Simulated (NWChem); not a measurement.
# GeSiH3Br, singlet; SMILES [SiH3][Ge][Br]

Computed with NWChem. Pople sets run with spherical d functions. Low-valent species are run as closed-shell singlets; no triplet was tried in these runs. Geometry: optimised at B3LYP/6-31G* (spherical d). Level PBE/6-31G*: single points from the atomic guess with DIIS by default; each run changes one setting, and all converged runs end within 0.3 mHa of each other. NWChem's automatic level shift, which a small gap switches on, acted in some of these runs.

Problem. Which setting needs the most SCF iterations, or fails (occupation smearing of 0.005 Ha; defaults; no level shifting; DIIS on 20 Fock matrices; core-Hamiltonian guess)?

Solution. core-Hamiltonian guess, with 30 against 10 for the defaults.
```csv
setting,SCF iterations
defaults,10
occupation smearing of 0.005 Ha,10
no level shifting,10
core-Hamiltonian guess,30
DIIS on 20 Fock matrices,8
```
